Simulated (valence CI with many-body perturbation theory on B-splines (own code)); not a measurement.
Energy levels of Kr XXIII

Computed by relativistic CI+MBPT: four valence electrons over a frozen Dirac-Fock core [Ne], a basis of 11 s, 11 p, 10 d, 8 f, 5 g, 2 h functions for each j, with the one-electron correlation potential Σ1 (screened to all orders), the two-electron term Σ2, the three-electron term Σ3, Breit, model QED; selected single and double excitations, second order for the rest, scaled by the run's own slope (own B-spline code, finite nucleus).

No measured levels were compared; by estimate levels of excited configurations hold to 0.05 to 0.15 % of their energy, terms of the ground configuration to about 0.5 %. Among the levels kept, up to 780 cm⁻¹ of a level comes from second order outside the variational space, and about a tenth of that is noise between levels of different J, which matters for small intervals.

Levels 136 to 173 of 173, with energies above the lowest level, 3s2.3p2 3P_0. "Leading %" is the weight of the configuration and term that name the level; weights of strongly mixed levels are sums over their largest components and can fall short. Lifetimes count E1, E2, E3, M1 and M2 decay at the calculated energies, and are blank where another channel may lead or the interval is too uncertain; long ones can be off by a factor of two.

| No. | Configuration | Term | J | E (eV) | Leading % | g | Lifetime | Second component |
| --- | --- | --- | --- | --- | --- | --- | --- | --- |
| 136 | 3s.3p.3d2 | 5D° | 4 | 253.71 | 47 | 1.404 | 10.7 ps | 40 % 3s.3p.3d2 5F° |
| 137 | 3s.3p.3d2 | 5P° | 1 | 254.80 | 57 | 2.061 | 10.7 ps | 8 % 3s.3p.3d2 5D° |
| 138 | 3s.3p.3d2 | 5F° | 3 | 255.00 | 24 | 1.168 | 8.11 ps | 18 % 3s.3p.3d2 1F° |
| 139 | 3s.3p.3d2 | 5D° | 3 | 255.85 | 47 | 1.398 | 11.0 ps | 13 % 3s.3p.3d2 5P° |
| 140 | 3p3.3d | 3P° | 2 | 255.89 | 51 | 1.417 | 21.6 ps | 11 % 3s.3p.3d2 3P° |
| 141 | 3p3.3d | 3P° | 0 | 256.14 | 68 |  | 7.13 ps | 19 % 3s.3p.3d2 3P° |
| 142 | 3p3.3d | 3F° | 4 | 256.25 | 54 | 1.220 | 18.1 ps | 12 % 3p3.3d 1G° |
| 143 | 3p3.3d | 3P° | 1 | 257.22 | 35 | 1.648 | 9.49 ps | 16 % 3s.3p.3d2 5P° |
| 144 | 3s.3p.3d2 | 5P° | 2 | 257.82 | 65 | 1.724 | 11.1 ps | 12 % 3s.3p.3d2 5D° |
| 145 | 3s.3p.3d2 | 3F° | 2 | 258.21 | 47 | 0.778 | 12.1 ps | 21 % 3p3.3d 3F° |
| 146 | 3s.3p.3d2 | 5F° | 5 | 258.54 | 85 | 1.374 | 9.51 ps | 9 % 3s.3p.3d2 5G° |
| 147 | 3p3.3d | 3D° | 2 | 259.16 | 26 | 1.109 | 8.10 ps | 22 % 3p3.3d 1D° |
| 148 | 3s.3p.3d2 | 5F° | 4 | 259.51 | 46 | 1.388 | 11.2 ps | 42 % 3s.3p.3d2 5D° |
| 149 | 3s.3p.3d2 | 3F° | 3 | 260.42 | 41 | 1.131 | 11.5 ps | 12 % 3p3.3d 1F° |
| 150 | 3s.3p.3d2 | 3H° | 4 | 261.08 | 82 | 0.851 | 20.8 ps | 6 % 3s.3p.3d2 3G° |
| 151 | 3p3.3d | 3F° | 3 | 261.47 | 15 | 1.199 | 11.5 ps | 10 % 3p3.3d 1F° |
| 152 | 3s.3p.3d2 | 5D° | 3 | 262.03 | 35 | 1.424 | 10.3 ps | 30 % 3s.3p.3d2 5P° |
| 153 | 3s.3p.3d2 | 3D° | 1 | 262.19 | 50 | 0.586 | 8.81 ps | 12 % 3p3.3d 3D° |
| 154 | 3s.3p.3d2 | 5D° | 2 | 263.12 | 85 | 1.434 | 6.65 ps | 10 % 3s.3p.3d2 5F° |
| 155 | 3s.3p.3d2 | 5D° | 1 | 263.42 | 85 | 1.374 | 7.12 ps | 5 % 3s.3p.3d2 3D° |
| 156 | 3s.3p.3d2 | 5D° | 0 | 263.43 | 98 |  | 6.62 ps |  |
| 157 | 3s.3p.3d2 | 3H° | 5 | 263.62 | 67 | 1.083 | 17.7 ps | 15 % 3s.3p.3d2 3G° |
| 158 | 3s.3p.3d2 | 5D° | 4 | 263.69 | 83 | 1.455 | 8.81 ps | 4 % 3s.3p.3d2 3F° |
| 159 | 3s.3p.3d2 | 5D° | 3 | 263.73 | 49 | 1.465 | 8.12 ps | 28 % 3s.3p.3d2 5P° |
| 160 | 3p3.3d | 3D° | 1 | 264.28 | 46 | 0.607 | 5.86 ps | 14 % 3s.3p.3d2 3D° |
| 161 | 3p3.3d | 1F° | 3 | 265.01 | 23 | 1.167 | 9.54 ps | 15 % 3p3.3d 3D° |
| 162 | 3s.3p.3d2 | 3F° | 4 | 265.31 | 42 | 1.280 | 9.98 ps | 18 % 3s.3p.3d2 5D° |
| 163 | 3s.3p.3d2 | 3D° | 2 | 265.57 | 39 | 1.178 | 8.68 ps | 24 % 3p3.3d 3D° |
| 164 | 3s.3p.3d2 | 3G° | 3 | 266.89 | 60 | 0.823 | 9.29 ps | 18 % 3p3.3d 3G° |
| 165 | 3s.3p.3d2 | 3G° | 3 | 267.26 | 69 | 0.836 | 11.2 ps | 7 % 3p3.3d 1F° |
| 166 | 3p3.3d | 3D° | 2 | 267.68 | 25 | 1.049 | 6.96 ps | 20 % 3p3.3d 1D° |
| 167 | 3s.3p.3d2 | 3G° | 4 | 268.12 | 54 | 1.088 | 11.3 ps | 23 % 3s.3p.3d2 3F° |
| 168 | 3s.3p.3d2 | 3D° | 3 | 268.99 | 36 | 1.248 | 9.87 ps | 13 % 3p3.3d 3D° |
| 169 | 3s.3p.3d2 | 5S° | 2 | 269.29 | 84 | 1.966 | 4.98 ps | 12 % 3s.3p.3d2 5P° |
| 170 | 3s.3p.3d2 | 3S° | 1 | 269.82 | 64 | 2.016 | 6.16 ps | 17 % 3p3.3d 3S° |
| 171 | 3s.3p.3d2 | 3G° | 4 | 270.06 | 67 | 1.054 | 11.1 ps | 12 % 3p3.3d 3G° |
| 172 | 3s.3p.3d2 | 3H° | 6 | 271.43 | 99 | 1.165 | 22.3 ps |  |
| 173 | 3s.3p.3d2 | 3G° | 5 | 271.86 | 59 | 1.157 | 11.8 ps | 28 % 3s.3p.3d2 3H° |

Names give the largest LS component (configuration and term), which can be under half, so a name can repeat, a term be missing and a line seem to break the LS rules; names also repeat where a configuration has a term twice.

Where two levels of one J and parity lie close, their mixing, g and order are uncertain.
